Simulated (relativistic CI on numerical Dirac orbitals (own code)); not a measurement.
Radial parameters of In43+

Computed by Dirac-Coulomb-Breit CI, orbitals from a KLI potential per configuration, model QED (radiative potential, 1s self-energy scaled to tabulated hydrogen-like ionisation energies), unscaled Slater integrals (own radial code, finite nucleus).

Slater integrals F^k, G^k are unscaled and averaged over j, outside the closed core 1s2; ζ comes from projecting the Hamiltonian with its Breit term on Σ l·s of the shell.

- 2s2 2p2: F^2(2p,2p) = 902510, ζ(2p) = 1.2445e+06 cm⁻¹; <r>(2p) = 0.1054, <r^2>(2p) = 0.01346 (bohr units).
- 2s 2p3: F^2(2p,2p) = 901310, G^1(2s,2p) = 954110, ζ(2p) = 1.2388e+06 cm⁻¹; <r>(2s) = 0.1222, <r^2>(2s) = 0.01755, <r>(2p) = 0.1056, <r^2>(2p) = 0.01349 (bohr units).
- 2p4: F^2(2p,2p) = 899420, ζ(2p) = 1.2331e+06 cm⁻¹; <r>(2p) = 0.1058, <r^2>(2p) = 0.01355 (bohr units).

Averages of the first 10 configurations, taken without configuration mixing, which lowers the lowest level and can move excited configurations by several eV; other configurations of the list can lie among them:

| Configuration | Parity | States | Average energy above the lowest level (eV) |
| --- | --- | --- | --- |
| 2s2 2p2 | even | 15 | 304.8 |
| 2s 2p3 | odd | 40 | 629.7 |
| 2p4 | even | 15 | 993.4 |
| 2p3 3s | odd | 40 | 4847.1 |
| 2p3 3p | even | 120 | 4942.2 |
| 2p3 3d | odd | 200 | 5026.7 |
| 2s2 2p 3s | odd | 12 | 4209.9 |
| 2s2 2p 3p | even | 36 | 4311.1 |
| 2s2 2p 3d | odd | 60 | 4396.0 |
| 2s 2p2 3s | even | 60 | 4508.8 |
